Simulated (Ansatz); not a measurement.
ZrGe₁₀. Charge 0, multiplicity 1. Geometry r2SCAN-D4/def2-SVP.

```xyz
11

Zr    0.347    1.133    1.018
Ge   -1.850   -2.454   -0.569
Ge   -0.845    0.097    3.434
Ge   -1.638   -0.945    1.481
Ge    1.977    2.133   -1.010
Ge    1.210   -1.021    2.476
Ge   -0.571    2.370   -1.259
Ge    1.492   -0.261   -1.387
Ge    0.354    1.006   -3.260
Ge    0.630   -1.936    0.184
Ge   -1.105   -0.122   -1.107
```

In the def2 sets Zr takes a core potential; there is no spin–orbit coupling. Single mean-field runs in def2-TZVP are fitted with def2-universal-jkfit. The restricted singlet is unstable towards broken spin symmetry in Hartree–Fock (as tested in another run); at PBE-D4/def2-SVP, r2SCAN-D4/def2-TZVP, PBE0-D4/def2-SVP, PBE0-D4/def2-TZVP this wasn't settled. No other spin state of charge 0 was run. Another isomer (singlet) lies 0.93 eV lower at PBE0-D4/def2-TZVP; other spin states weren't run for this one.

(1) Estimate the orbital energies around the gap (eV) in Ansatz with PBE-D4/def2-SVP, PBE-D4/def2-TZVP, r2SCAN-D4/def2-TZVP, PBE0-D4/def2-SVP, PBE0-D4/def2-TZVP.

Results:

(1) 
| orbital | PBE-D4/def2-SVP | PBE-D4/def2-TZVP | r2SCAN-D4/def2-TZVP | PBE0-D4/def2-SVP | PBE0-D4/def2-TZVP |
| --- | --- | --- | --- | --- | --- |
| HOMO−5 | -6.00 | -5.94 | -6.22 | -6.79 | -6.70 |
| HOMO−4 | -5.67 | -5.61 | -5.87 | -6.45 | -6.37 |
| HOMO−3 | -5.48 | -5.43 | -5.69 | -6.30 | -6.21 |
| HOMO−2 | -5.21 | -5.16 | -5.36 | -5.91 | -5.83 |
| HOMO−1 | -5.00 | -4.94 | -5.19 | -5.77 | -5.70 |
| HOMO | -4.88 | -4.83 | -5.07 | -5.66 | -5.58 |
| LUMO | -4.15 | -4.11 | -4.20 | -3.71 | -3.64 |
| LUMO+1 | -3.59 | -3.54 | -3.60 | -3.11 | -3.04 |
| LUMO+2 | -3.22 | -3.18 | -3.19 | -2.65 | -2.59 |
| LUMO+3 | -3.20 | -3.16 | -3.14 | -2.62 | -2.55 |
| LUMO+4 | -2.92 | -2.89 | -2.86 | -2.32 | -2.27 |
| LUMO+5 | -2.66 | -2.63 | -2.59 | -2.08 | -2.03 |
